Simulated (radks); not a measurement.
Charge is removed step by step from the 4p1/2 level of As+, starting from [Ar] 3d10 4s2 4p(1/2: 2, 3/2: 0). All-electron calculation, Dirac Kohn-Sham, LDA (Slater exchange, Perdew-Wang correlation), spin-unpolarised, spherical densities, finite nucleus; Fermi nuclear charge, rms radius 4.0968 fm. Program: a radial shooting solver on a logarithmic mesh with Libxc functionals.

\begin{tabular}{lrrr}
removed (e) & E - E(0) (eV) & eigenvalue (eV) & E minus straight line (eV) \\ \hline
0 & 0.000 & -13.682 & 0.000 \\
0.125 & 1.781 & -14.811 & -0.513 \\
0.25 & 3.703 & -15.957 & -0.883 \\
0.375 & 5.771 & -17.121 & -1.109 \\
0.5 & 7.984 & -18.302 & -1.188 \\
0.625 & 10.347 & -19.499 & -1.119 \\
0.75 & 12.860 & -20.712 & -0.899 \\
0.875 & 15.525 & -21.940 & -0.527 \\
1 & 18.345 & -23.182 & 0.000 \\
\end{tabular}

Removing the whole electron costs 18.345 eV by Delta-SCF, against 13.682 eV from minus the eigenvalue at the starting occupation. Slater's transition state (half an electron removed) gives 18.302 eV. Integrating minus the eigenvalue over the occupation (Janak's theorem) gives 18.345 eV. The mean slope of the eigenvalue, de/dn, is 9.50 eV per electron. Ionisation energy of As+ in the NIST Atomic Spectra Database: 18.589 eV (measured).

Beside tabulated values, note that spin-unpolarised runs miss the spin-polarisation part of the exchange energy of open shells.
